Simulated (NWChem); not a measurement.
formate (CHO$_{2}$ anion); SMILES C([O-])=O

```xyz
4

O      1.1360     0.0000    -0.2103
C      0.0000     0.0000     0.3172
O     -1.1360     0.0000    -0.2103
H      0.0000     0.0000     1.4618
```
Atoms are numbered in this order, from 1.

Program: NWChem. Sets without diffuse functions describe the anion's extra electron poorly. Coordinates come from a B3LYP/def2-SVPD optimisation. Total energies compare along this basis series because the functional is fixed.

```
level             basis functions  energy (Ha)  highest occupied level (eV)  orbital gap (eV)  relative time
----------------  ---------------  -----------  ---------------------------  ----------------  -------------
PBE0/cc-pVDZ                   47    -188.9885                        -0.02              8.46              1
PBE0/aug-cc-pVDZ               78    -189.0324                        -1.17              4.86              2
PBE0/cc-pVTZ                  104    -189.0612                        -0.67              8.20              4
PBE0/aug-cc-pVTZ              161    -189.0759                        -1.19              4.61             20
PBE0/cc-pVQZ                  195    -189.0830                        -0.93              7.64             20
```

Relative times are rough (shared machine, one core).
